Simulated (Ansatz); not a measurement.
CuPH3Cl⁺, that is Cu(PH3)Cl with one electron fewer. The state is a doublet with charge 1. Geometry PBE-D4/def2-TZVP; atoms count from 1.

```xyz
6

Cu   -1.441    0.131   -0.445
P     0.733   -0.233    0.011
H     0.994   -0.762    1.297
H     1.556    0.916   -0.043
H     1.393   -1.142   -0.851
Cl   -3.235    1.091    0.031
```

(1) Estimate the Mulliken populations from the PBE0/def2-TZVP orbitals of Ansatz.

(2) Where does the spin sit?

(3) And the Mayer bond orders between heavy atoms (over 0.3)?

Results:

(1) 
| atom | charge (e) | spin (α − β) | d electrons |
| --- | --- | --- | --- |
| Cu1 | 0.44 | 0.37 | 9.60 |
| P2 | -0.01 | 0.04 | – |
| H3 | 0.18 | 0.00 | – |
| H4 | 0.18 | 0.00 | – |
| H5 | 0.18 | 0.01 | – |
| Cl6 | 0.02 | 0.59 | – |
Mulliken values depend strongly on the basis.

(2) Summed by element: Cu 0.37, P 0.04, H 0.00, Cl 0.59, of 1 unpaired in all. Largest on single atoms: Cl6 0.59, Cu1 0.37, P2 0.04.

(3) Cu1–P2 0.82 (2.25 Å); Cu1–Cl6 1.18 (2.09 Å).
